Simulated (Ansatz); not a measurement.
CH6FNSi (`NC[SiH2]F`). The species carries charge 0 and has multiplicity 1.

```xyz
10

N    -1.374    0.290   -0.416
C    -0.243    0.487    0.490
Si    1.155   -0.505   -0.258
F     2.395   -0.590    0.758
H    -1.763   -0.638   -0.315
H    -2.118    0.952   -0.240
H     0.046    1.542    0.469
H    -0.430    0.233    1.543
H     0.694   -1.894   -0.521
H     1.638    0.122   -1.510
```

Task: List the harmonic frequencies (cm⁻¹, unscaled) at PBE0-D4/def2-TZVP in Ansatz. (An estimate is asked.)

Result: The calculation gave: 105, 127, 261, 303, 517, 711, 728, 785, 857, 891, 915, 964, 1077, 1087, 1256, 1345, 1468, 1660, 2225, 2253, 2997, 3087, 3535, 3618.

Task: Is this a minimum?

Result: Yes, all 24 modes are real.

Task: Give the ideal-gas thermochemistry at 298.15 K and 1 bar (rigid rotor, harmonic oscillator; point group C1, symmetry number 1).

Result: Zero-point energy 196.0 kJ/mol; H(298) − E = 214.1 kJ/mol; entropy 317.3 J/(mol·K), of which translation 163.4, rotation 105.5, vibration 48.4; G(298) − E = 119.5 kJ/mol.
